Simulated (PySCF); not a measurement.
## Molecular orbitals of SnCl⁺

r²SCAN at R = 2.268 Å; PySCF, scalar-relativistic core potentials, basis sets Sn def2-TZVPPD with ECP28, Cl def2-TZVPPD. State: ¹Σ⁺ (singlet), closed shell. Only the outer orbitals are listed, counted within each symmetry, core potentials removing the inner ones.

```json
{"orbital": "7σ", "occ.": "2", "ε (eV)": "-26.99", "on Sn (%)": "6", "main shells (%)": "92 Cl s"}
{"orbital": "8σ", "occ.": "2", "ε (eV)": "-18.54", "on Sn (%)": "69", "main shells (%)": "68 Sn s, 24 Cl p"}
{"orbital": "9σ", "occ.": "2", "ε (eV)": "-14.33", "on Sn (%)": "47", "main shells (%)": "53 Cl p, 24 Sn s, 22 Sn p"}
{"orbital": "4π", "occ.": "2", "ε (eV)": "-14.29", "on Sn (%)": "9", "main shells (%)": "90 Cl p"}
{"orbital": "4π", "occ.": "2", "ε (eV)": "-14.29", "on Sn (%)": "9", "main shells (%)": "90 Cl p"}
{"orbital": "5π", "occ.": "0", "ε (eV)": "-9.66", "on Sn (%)": "92", "main shells (%)": "91 Sn p"}
{"orbital": "5π", "occ.": "0", "ε (eV)": "-9.66", "on Sn (%)": "92", "main shells (%)": "91 Sn p"}
{"orbital": "10σ", "occ.": "0", "ε (eV)": "-6.47", "on Sn (%)": "89", "main shells (%)": "79 Sn p, 15 Cl p"}
```

Problem. Which are the highest filled and the lowest empty level, where do they sit, and how wide is the gap?

Solution. Highest filled 4π at -14.29 eV (in %: 90 Cl p); lowest empty 5π at -9.66 eV (in %: 91 Sn p); the gap at r²SCAN is 4.63 eV.

| Property | Result |
| --- | --- |
| bond order (Mayer) | 1.29 |
| ⟨S²⟩ | 0.000 |
| charge on Sn (Mulliken, basis-dependent) | 1.24 |
| charge on Sn (Löwdin, basis-dependent) | 1.02 |
| dipole moment (positive dipole points towards Cl; it is taken about the centre of mass and depends on that origin) | -2.38 D |

Spin–orbit coupling is left out.
